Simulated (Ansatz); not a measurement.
Computed with Ansatz on PBE0-D4/def2-TZVP structures; ΔE is electronic, products minus reactants. CBS: MP2 limit from def2 TZ/QZ plus the TZ coupled-cluster correction, frozen cores. This one scheme is used for every species. Functionals use def2-TZVPP. Each species was taken in one conformer, which may not be the lowest.

`CC[Si]C` + H₂S → `CC[Si]S` + CH₄  (ligand exchange at the Si–C bond)

```csv
level,ΔE (eV)
PBE-D4,-1.38
HF/def2-TZVPP,-1.28
```

**Question.** What does CCSD(T)/CBS give? (Estimate.)

**Answer.** Ansatz gave: -1.30 eV. The listed levels differ from it by -0.08, 0.02 eV.

Largest T1 diagnostic among the species: 0.013.

From PBE to PBE0 (25 % exact exchange), in def2-TZVPP and without D4, ΔE moves by +0.03 eV. Leaving LDA and LC-ωPBE aside and taking each functional with its dispersion term where it has one, the values, not all of them listed here, spread over 0.11 eV, from PBE-D4 to ωB97X-V. LDA lies +0.05 eV from PBE without D4.
